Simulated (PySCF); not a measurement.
K₂F₂, singlet: computed properties

Method: PBE0 in PySCF with K def2-TZVP, F def2-TZVP; no relativity; density-fitted integrals.

The structure is a minimum.

Coordinates in bohr (charge 0 multiplicity 1):
```
K     3.2970    0.0000    0.0000
K    -3.2970    0.0000    0.0000
F     0.0000    3.0614    0.0000
F     0.0000   -3.0614    0.0000
```

```json
{"Point group": "D2h", "Bond lengths": "K–F 2.381 Å (×4)", "Bond angles": "F–K–F 85.8° (×2), K–F–K 94.2° (×2)", "Heat capacity Cp at 298.15 K": "77.6 J/(mol K)", "Principal quadrupole moments (Buckingham, traceless) about the centre of mass": "-33.29, -1.02, 34.31 D Å", "Atomisation energy without zero-point energy": "1127 kJ/mol", "Rotational symmetry number": "4", "Enthalpy at 298.15 K above 0 K": "18.06 kJ/mol", "Zero-point energy": "8.5 kJ/mol", "Highest occupied level": "-6.95 eV", "Lowest empty level": "-0.42 eV", "Rotational constants": "0.1691, 0.07107, 0.05003 cm⁻¹", "Entropy at 298.15 K and 1 bar": "321.4 J/(mol K)", "Principal polarisabilities": "24.2, 27.1, 34.4 bohr³", "Dipole moment": "0.00 D"}
```

Harmonic modes (masses in u: K 38.964, F 18.998):
| symmetry | ω (cm⁻¹) | IR (km/mol) | μ (u) |
| --- | --- | --- | --- |
| b3u | 101 | 89.4 | 22.83 |
| ag | 148 | 0.0 | 28.41 |
| b3g | 262 | 0.0 | 22.39 |
| b2u | 283 | 135 | 22.83 |
| ag | 303 | 0.0 | 23.20 |
| b1u | 320 | 158 | 22.83 |

In D2h the vibrations span b3u + 2ag + b3g + b2u + b1u. The ag, b3g modes carry no infrared intensity, as symmetry demands. With a centre of inversion only u modes can be infrared active and only g modes Raman active.

Charges (e):
| atom | Mulliken | Löwdin | polar tensor | Mayer order to K1 |
| --- | --- | --- | --- | --- |
| K1 | 0.76 | 0.55 | 0.91 | – |
| K2 | 0.76 | 0.55 | 0.91 | 0.00 |
| F3,4 | -0.76 | -0.55 | -0.91 | 0.22 |

Mulliken populations on K1: s 6.09, p 12.02, d 0.13.

Outer orbital energies (eV). occupied: -18.96, -18.86, -7.22, -7.19, -7.13, -7.10, -7.02, -6.95; empty: -0.42, -0.16, 1.23, 1.60.

This need not be the most stable arrangement of these atoms.

The final relaxation and frequency run took 110 s on 2 threads of a shared Intel Xeon Platinum 8488C (Sapphire Rapids) host, with 128 basis functions and 18 gradients.
